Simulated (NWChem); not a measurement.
Molecule: C₃H₈As, doublet; SMILES C[C](C)[AsH2]

```xyz
12

C     -0.0594    -1.6417     1.2807
C      0.1097    -0.8971     0.0000
C     -0.0594    -1.6417    -1.2807
As    -0.0369     1.0251     0.0000
H     -1.1106    -1.9558     1.4454
H      0.5397    -2.5701     1.2732
H      0.2445    -1.0546     2.1609
H      0.5397    -2.5701    -1.2732
H     -1.1106    -1.9558    -1.4454
H      0.2445    -1.0546    -2.1609
H      0.9772     1.2761    -1.1137
H      0.9772     1.2761     1.1137
```
Atoms are numbered in this order, from 1.

Level: PBE0/def2-SVP, spin-unrestricted (NWChem), optimised geometry, unscaled harmonic frequencies. In the optimisation the excess spin sits in a' (Cs, its own frame).

```tsv
frequency (cm⁻¹)	IR intensity (km/mol)
95	1.4
98	0.7
118	0.2
245	2.5
255	0.0
299	1.7
529	1.2
714	15.6
765	9.0
933	0.3
953	1.5
967	0.1
967	21.0
1011	1.3
1205	19.5
1266	0.4
1378	3.2
1385	0.8
1437	0.3
1440	8.5
1449	14.6
1462	3.3
2187	113.5
2208	118.5
2989	23.4
2993	44.3
3069	35.8
3071	2.1
3137	11.8
3138	12.2
```

```
Quantity                                                                                              Value
-----------------------------------------------------------------------------------------  ----------------
zero-point energy                                                                             59.7 kcal/mol
thermal correction to the enthalpy at 298.15 K (with zero-point energy)                       64.7 kcal/mol
heat capacity Cv                                                                           22.7 cal/(mol K)
entropy at 298.15 K and 1 atm (symmetry number 1, electronic part: spin degeneracy alone)  84.8 cal/(mol K)
dipole moment                                                                                        0.95 D
```

Rigid rotor and harmonic oscillator; modes under 100 cm⁻¹ make the entropy uncertain.
